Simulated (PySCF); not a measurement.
Al(OH)3 (AlH3O3), SMILES [OH][Al]([OH])[OH].

Coordinates come from a r2SCAN-D4/def2-SVP optimisation. The isomer is the one that the SMILES or the coordinates give; other isomers of the formula were not compared. Other conformers were not sampled.

Level of theory: r2SCAN-D4/def2-SVP (PySCF).

Frequencies are harmonic and unscaled.

Modes within 1.5 cm⁻¹ of each other (mostly degenerate sets) share a row, with their intensities summed.

Question: Estimate the vibrational spectrum. (The exact figures need the calculation; the answer reports its results.)

Answer: 
```
mode   ν (cm⁻¹)  IR (km/mol)  Raman (Å⁴/amu)  depolarisation  moving atoms (share of kinetic energy)
-----  --------  -----------  --------------  --------------  --------------------------------------
1–2         227         70.3             2.6            0.75                 O 62 %, H 24 %, Al 14 %
3           280          2.4             0.0               –                 Al 50 %, H 36 %, O 14 %
4           320        448.9             0.0               –                 H 60 %, O 24 %, Al 16 %
5–6         341          0.0             1.6            0.75                          H 89 %, O 11 %
7           564          0.0             3.1            0.05                          H 81 %, O 19 %
8–9         581        463.8             3.3            0.75                          H 71 %, O 28 %
10          706          0.0            11.5            0.05                          O 85 %, H 15 %
11–12       958        302.0             3.2            0.75                         Al 50 %, O 43 %
13–15      3943        269.9           305.8            0.75                                  H 94 %
```
